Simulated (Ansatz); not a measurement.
Ideal-gas functions of AlFH2OZn (`[OH][AlH][Zn][F]`) at 400 K and 1 bar, from an Ansatz frequency run at PBE0-D4/def2-TZVP.

Molar mass 129.39 g/mol, point group Cs (symmetry number 1), electronic degeneracy 1, moments of inertia 25.769, 355.795, 381.564 u Å². Harmonic wavenumbers (cm⁻¹, unscaled): 82, 102, 158, 297, 365, 476, 568, 638, 700, 855, 1903, 3944.

Use S(trans) = R[1.5 ln M + 2.5 ln T − 1.1517]; rotational temperatures θ = 24.2544 K / I; S(rot) = R[ln(√π/σ · √(T³/θAθBθC)) + 1.5]; for each mode x = 1.438777 ν̃/T, S = R[x/(eˣ − 1) − ln(1 − e⁻ˣ)] and H = RT x/(eˣ − 1); 1 cm⁻¹ = 0.0119627 kJ/mol; R = 8.31446 J/(mol·K).

Problem. By hand: the entropy, in J/(mol·K).

Solution. Translation 175.6. Rotation: θ = 0.9412, 0.0682, 0.0636 K, giving 114.8. Vibration, mode by mode: 18.50, 16.70, 13.12, 8.15, 6.62, 4.79, 3.68, 3.02, 2.54, 1.63, 0.07, 0.00, in all 78.8. Electronic 0.0. Sum 369.2 J/(mol·K).

Problem. By hand: H − E and G − E in kJ/mol, counted from the electronic energy.

Solution. Zero-point energy ½ × 10088 × 0.0119627 = 60.3; thermal vibration 15.9; translation, rotation and pV give 4 RT = 13.3. H − E = 89.5 kJ/mol, and G − E = 89.5 − 400 × 369.2/1000 = -58.2 kJ/mol.

Vibration gives 21 % of the entropy, 35.2 J/(mol·K) of it from the modes under 150 cm⁻¹: soft modes count most, and the harmonic formula is weakest for them. The sum counts one conformer and one mirror image; others add a mixing term.
